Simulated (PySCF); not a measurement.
C$_{2}$H$_{4}$O$_{2}$, charge -1, doublet, geometry from GFN2-xTB (a state made from the parent by changing its charge; the spin is typed, not shown lowest); MP2/6-31G run with PySCF.

The PySCF input:
```python
from pyscf import gto, scf, mp

mol = gto.M(
    atom='''
C    -1.35694313   -0.34695005   -0.01470161
O    -0.11621097   -0.92096213   -0.20521993
C     1.01595326    0.07657087   -0.15725667
O     0.77579441    1.25696160    0.28556146
H    -1.96902920   -0.39407010   -0.93383438
H    -1.90675889   -0.86419747    0.79042516
H    -1.21390419    0.70871758    0.26674643
H     1.85896390   -0.51617084    0.26568012
''',
    basis='6-31g',
    charge=-1,
    spin=1,
    verbose=4,
)

mf = scf.UHF(mol)
mf.kernel()

pt = mp.MP2(mf, frozen=4)
pt.kernel()
print('E(MP2) = %.10f' % pt.e_tot)
mf.analyze()
```

What does PySCF print? Leave out banner, timings and long lists.


```
PySCF version 2.14.0

[INPUT] verbose = 4
[INPUT] num. atoms = 8
[INPUT] num. electrons = 33
[INPUT] charge = -1
[INPUT] spin (= nelec alpha-beta = 2S) = 1
[INPUT] symmetry False subgroup None
[INPUT] Mole.unit = angstrom
[INPUT] Symbol           X                Y                Z      unit          X                Y                Z       unit  Magmom
[...]
nuclear repulsion = 118.395695837359
number of shells = 28
number of NR pGTOs = 104
number of NR cGTOs = 44
basis = 6-31g
ecp = {}

******** <class 'pyscf.scf.uhf.UHF'> ********
method = UHF
initial guess = minao
damping factor = 0
level_shift factor = 0
DIIS = <class 'pyscf.scf.diis.CDIIS'>
diis_start_cycle = 1
diis_space = 8
diis_damp = 0
SCF conv_tol = 1e-09
SCF conv_tol_grad = None
SCF max_cycles = 50
direct_scf = True
direct_scf_tol = 1e-13
number electrons alpha = 17  beta = 16
Set gradient conv threshold to 3.16228e-05
init E= -227.945088208584

cycle= 1 E= -227.45905403855  delta_E= 0.486  |g|= 0.533  |ddm|= 1.99
cycle= 2 E= -227.539912240236  delta_E= -0.0809  |g|= 0.368  |ddm|= 0.794
cycle= 3 E= -227.591953522071  delta_E= -0.052  |g|= 0.0433  |ddm|= 0.334
cycle= 4 E= -227.593895554315  delta_E= -0.00194  |g|= 0.0236  |ddm|= 0.0896
cycle= 5 E= -227.594312569524  delta_E= -0.000417  |g|= 0.00875  |ddm|= 0.0391
cycle= 6 E= -227.59447209153  delta_E= -0.00016  |g|= 0.00391  |ddm|= 0.0381
cycle= 7 E= -227.594506025341  delta_E= -3.39e-05  |g|= 0.00216  |ddm|= 0.0163
cycle= 8 E= -227.594518505826  delta_E= -1.25e-05  |g|= 0.000858  |ddm|= 0.0109
cycle= 9 E= -227.594520794093  delta_E= -2.29e-06  |g|= 0.000302  |ddm|= 0.00496
cycle= 10 E= -227.594521038668  delta_E= -2.45e-07  |g|= 0.000152  |ddm|= 0.0012
cycle= 11 E= -227.594521106857  delta_E= -6.82e-08  |g|= 5.75e-05  |ddm|= 0.000637
cycle= 12 E= -227.594521115787  delta_E= -8.93e-09  |g|= 3.04e-05  |ddm|= 0.000211
cycle= 13 E= -227.594521118072  delta_E= -2.29e-09  |g|= 1.15e-05  |ddm|= 0.000131
cycle= 14 E= -227.59452111832  delta_E= -2.48e-10  |g|= 6.14e-06  |ddm|= 4.88e-05
Extra cycle  E= -227.594521118367  delta_E= -4.75e-11  |g|= 3.78e-06  |ddm|= 1.07e-05
converged SCF energy = -227.594521118367  <S^2> = 0.76035914  2S+1 = 2.0103325

******** <class 'pyscf.mp.ump2.UMP2'> ********
nocc = (np.int64(13), np.int64(12)), nmo = (40, 40)
frozen orbitals 4
E(UMP2) = -228.012852324089  E_corr = -0.418331205721817
E(SCS-UMP2) = -228.005461928923  E_corr = -0.410940810555887
E_corr(same-spin) = -0.1050653495888
E_corr(oppo-spin) = -0.313265856133017
E(MP2) = -228.0128523241
**** SCF Summaries ****
Total Energy =                        -227.594521118367425
Nuclear Repulsion Energy =             118.395695837358730
One-electron Energy =                 -554.616192846495778
Two-electron Energy =                  208.625975890769610
Two-electron Coulomb Energy =          237.098600045351674
DFT Exchange-Correlation Energy =      -28.472624154582064
**** MO energy ****
                             alpha | beta                alpha | beta
[...]
To work with the spin densities directly, `use mulliken_meta_spin()` only printing them here.

 ** Mulliken spin pop alpha/beta on meta-lowdin orthogonal AOs **
 ** Mulliken Spin Density (per AO)  **
spin_pop of  0 C 1s        0.00000
spin_pop of  0 C 2s       -0.00082
spin_pop of  0 C 3s        0.00001
spin_pop of  0 C 2px      -0.00017
spin_pop of  0 C 2py       0.00010
spin_pop of  0 C 2pz      -0.00127
spin_pop of  0 C 3px       0.00019
spin_pop of  0 C 3py       0.00004
spin_pop of  0 C 3pz       0.00007
spin_pop of  1 O 1s       -0.00000
spin_pop of  1 O 2s        0.00453
spin_pop of  1 O 3s        0.00015
spin_pop of  1 O 2px      -0.00436
spin_pop of  1 O 2py       0.00148
spin_pop of  1 O 2pz       0.02643
spin_pop of  1 O 3px       0.00021
spin_pop of  1 O 3py      -0.00013
spin_pop of  1 O 3pz      -0.00039
spin_pop of  2 C 1s       -0.00000
spin_pop of  2 C 2s        0.13619
spin_pop of  2 C 3s        0.00435
spin_pop of  2 C 2px       0.02389
spin_pop of  2 C 2py       0.00205
spin_pop of  2 C 2pz       0.56236
spin_pop of  2 C 3px       0.00072
spin_pop of  2 C 3py      -0.00051
spin_pop of  2 C 3pz       0.00091
spin_pop of  3 O 1s       -0.00000
spin_pop of  3 O 2s        0.00929
spin_pop of  3 O 3s        0.00025
spin_pop of  3 O 2px       0.00495
spin_pop of  3 O 2py      -0.00621
spin_pop of  3 O 2pz       0.22227
spin_pop of  3 O 3px      -0.00058
spin_pop of  3 O 3py      -0.00007
spin_pop of  3 O 3pz       0.00119
spin_pop of  4 H 1s        0.00074
spin_pop of  4 H 2s        0.00013
spin_pop of  5 H 1s        0.00350
spin_pop of  5 H 2s        0.00006
spin_pop of  6 H 1s        0.00012
spin_pop of  6 H 2s       -0.00007
spin_pop of  7 H 1s        0.00756
spin_pop of  7 H 2s        0.00084
 ** Mulliken Spin Density (per atom)  **
spin density of  0 C =     -0.00186
spin density of  1 O =      0.02792
spin density of  2 C =      0.72998
spin density of  3 O =      0.23109
spin density of  4 H =      0.00087
spin density of  5 H =      0.00356
spin density of  6 H =      0.00004
spin density of  7 H =      0.00840
 ** Mulliken pop alpha/beta on meta-lowdin orthogonal AOs **
 ** Mulliken pop       alpha | beta **
In total            17.00000 | 16.00000
 ** Mulliken atomic charges   ( Nelec_alpha | Nelec_beta ) **
charge of  0C =     -0.07681  (     3.03748      3.03933 )
charge of  1O =     -0.53455  (     4.28123      4.25331 )
charge of  2C =      0.12768  (     3.30115      2.57117 )
charge of  3O =     -0.73357  (     4.48233      4.25124 )
charge of  4H =      0.04322  (     0.47882      0.47796 )
charge of  5H =      0.04674  (     0.47841      0.47485 )
charge of  6H =      0.11786  (     0.44109      0.44105 )
charge of  7H =      0.00944  (     0.49948      0.49108 )

WARN: System has nonzero charge -1; the dipole moment is origin-dependent.
Location of origin: [0. 0. 0.]

Dipole moment(X, Y, Z, Debye): -2.77691, -1.75186,  0.03316
```
